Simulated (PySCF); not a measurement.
# Ag²⁺: ionisation energy

Ag²⁺ [Kr] 4d9 (2D) → Ag³⁺ [Kr] 4d8 (3F), as a difference of total energies. Computed with PySCF 2.14 in def2-QZVPPD with the def2 core potential (28 electrons) (7s5p4d4f2g, 88 functions), with scalar relativity through the core potential. Correlated levels: valence and next inner shell: nothing frozen outside the core potential. The calculations carry no spin-orbit coupling.

**Question.** Order these methods by the ionisation energy they give, lowest first.
A. MP2 (valence and next inner shell)
B. SCS-MP2 (valence and next inner shell)
C. UHF
D. CCSD(T) (valence and next inner shell)

**Answer.** C (32.974 eV), D (34.641 eV), B (34.673 eV), A (34.907 eV).

The reference lies between the lowest fine-structure levels, while these numbers refer to the centres of the terms.

Errors of the correlated levels include the incompleteness of this basis.

For comparison: 34.8 ± 0.3 eV (semi-empirical (NIST evaluation); NIST Atomic Spectra Database, ionization energies).
